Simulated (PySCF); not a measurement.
C2H3B, SMILES BC#C, singlet (PBE0/def2-SVP optimised geometry):

```
6

B      0.350     1.123     0.000
C     -0.405    -0.182     0.000
C     -1.017    -1.239     0.002
H     -1.557    -2.170     0.003
H     -0.252     2.170     0.000
H      1.557     1.123     0.000
```

Computed with PBE0/def2-TZVP in PySCF.

Problem. What are the frontier orbital energies and the dipole moment?

Solution. HOMO-2 -10.51 eV, HOMO-1 -8.87 eV, HOMO -8.06 eV, LUMO -2.42 eV, LUMO+1 0.64 eV; dipole moment 1.01 D.

Meta-Löwdin charges at PBE0/def2-TZVP: B1 -0.02, C2 -0.09, C3 -0.14, H4 0.18, H5 0.03, H6 0.03.
